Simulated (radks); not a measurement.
Question: Species: Br16+. Configuration: [Ar] 3d1. Calculated with a radial shooting solver on a logarithmic mesh with Libxc functionals: non-relativistic Kohn-Sham, PBE, spin-polarised, spherical densities, point nucleus; open shells are filled with parallel spins first. Some entries of the table are withheld. Estimate them.

orbital,occ.,eigenvalue (hartree),<r^2> (bohr^2),<1/r> (bohr^-1)
1s up,1,-501.6249,0.002557,34.49
1s down,1,-501.6247,0.002557,34.49
2s up,1,-82.56032,0.04361,7.685
2s down,1,-82.48575,0.04356,7.690
2p up,3,-76.53496,0.03369,7.651
2p down,3,-76.48078,0.03364,7.655
3s up,1,-25.90268,0.2891,2.856
3s down,1,-25.80938,0.2899,2.850
3p up,3,-23.81156,0.2811,2.788
3p down,3,-23.71431,0.2821,2.781
3d up,1,-20.37604,0.2385,(1)
3d down,0,-20.26069,0.2398,(2)

Answer: 
(1) 3d up <1/r> (bohr^-1): 2.651
(2) 3d down <1/r> (bohr^-1): 2.646
